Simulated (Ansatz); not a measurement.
A calculation with Ansatz (development build ahead of 0.2.0).

```yaml
crystal:
  periodic: [false, false, false]
  atoms:
    - { symbol: Al, position_ang: [0.0, 0.0, 0.0] }
    - { symbol: Cl, position_ang: [1.24855, 1.24855, 1.24855] }
    - { symbol: Cl, position_ang: [1.24855, -1.24855, -1.24855] }
    - { symbol: Cl, position_ang: [-1.24855, 1.24855, -1.24855] }
    - { symbol: Cl, position_ang: [-1.24855, -1.24855, 1.24855] }
basis:
  gaussian: { orbitals: cc-pVTZ }
total_charge: -1
hamiltonian:
  xc: hf
correlation:
  method: mp2
  frozen_orbitals: { Al: 5, Cl: 5 }
```

The input is written out in the form of the current development build from the run's settings.

Output:

```yaml
Converged: yes
Reference_energy: -2080.40466 hartree
Correlation_energy: -0.83266 hartree
Total_energy: -2081.23732 hartree
Spin_squared_of_the_determinant: 0.000
```

Caution: no diffuse functions for an anion.
